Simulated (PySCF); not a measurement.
A structure optimised at PBE0-D3(BJ)/def2-SVP, used in a PySCF frequency run:

```
C
O 1 1.4016
H 1 1.1022 2 106.99
H 1 1.1064 3 108.43 2 -122.17
H 1 1.1066 3 107.82 4 -116.95
Te 2 1.9987 1 117.38 3 -176.24
Se 6 2.5075 2 101.17 1 -70.14
H 7 1.4760 6 97.09 2 91.45
```

Question: Write its SMILES and formula.

Answer: CO[Te][SeH], CH4OSeTe

Question: What are its rotational constants (standard atomic weights)?

Answer: 3.3798, 1.3011, 0.97724 GHz
